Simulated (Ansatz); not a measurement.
Computed with Ansatz on PBE0-D4/def2-TZVP structures; ΔE is electronic, products minus reactants. CCSD(T)/CBS is the MP2 limit (def2-TZVPP, def2-QZVPP) plus CCSD(T) − MP2 in def2-TZVPP, frozen cores. DFT in def2-TZVPP. B3LYP here is the variant with VWN-RPA as its local correlation; programs differ in this. def2 core potentials past Kr. For Sn outer-core shells are correlated without core-valence functions, which leaves a few kJ/mol of doubt a bond. Each species was taken in one conformer, which may not be the lowest.

`FC[NH][SnH3]` → `[CH3][SnH]([NH2])[F]`  (isomerisation)

```json
{"level": "B3LYP-D4", "ΔE (kJ/mol)": "-173.5"}
{"level": "B2PLYP", "ΔE (kJ/mol)": "-181.1"}
{"level": "B3LYP", "ΔE (kJ/mol)": "-174.6"}
{"level": "SCS-MP2/def2-TZVPP", "ΔE (kJ/mol)": "-184.0"}
```

(1) What does CCSD(T)/CBS give? (An estimate is asked.)

Largest T1 diagnostic among the species: 0.013.

Results:

(1) Computed: -193.0 kJ/mol. The listed levels differ from it by 19.5, 11.9, 18.4, 9.0 kJ/mol.

In def2-TZVPP, CCSD(T) changes the Hartree–Fock value by −6.2 kJ/mol (the triples alone add −0.5 kJ/mol) and MP2 by −20.5 kJ/mol.
